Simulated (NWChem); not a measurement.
Molecule: ZrSCl2; SMILES [S]=[Zr]([Cl])[Cl]

```xyz
4

Zr    -0.0310    -0.2878     0.0000
S     -2.1348     0.3865     0.0000
Cl     1.0408     0.3464     2.0016
Cl     1.0408     0.3464    -2.0016
```
Atoms are numbered in this order, from 1.

Level: PBE-D3(BJ)/def2-SVP with def2 effective core potentials on Zr (NWChem), optimised geometry, unscaled harmonic frequencies. def2 effective core potentials on Zr; no spin-orbit coupling.

```tsv
frequency (cm⁻¹)	IR intensity (km/mol)
68	15.8
107	3.1
126	0.7
374	31.4
413	90.2
533	63.5
```

```yaml
zero_point_energy: 2.3 kcal/mol
thermal correction to the enthalpy at 298.15 K (with zero-point energy): 6.6 kcal/mol
heat capacity Cv: 15.9 cal/(mol K)
entropy at 298.15 K and 1 atm (symmetry number 1): 83.6 cal/(mol K)
```

Rigid rotor and harmonic oscillator; modes under 100 cm⁻¹ make the entropy uncertain.
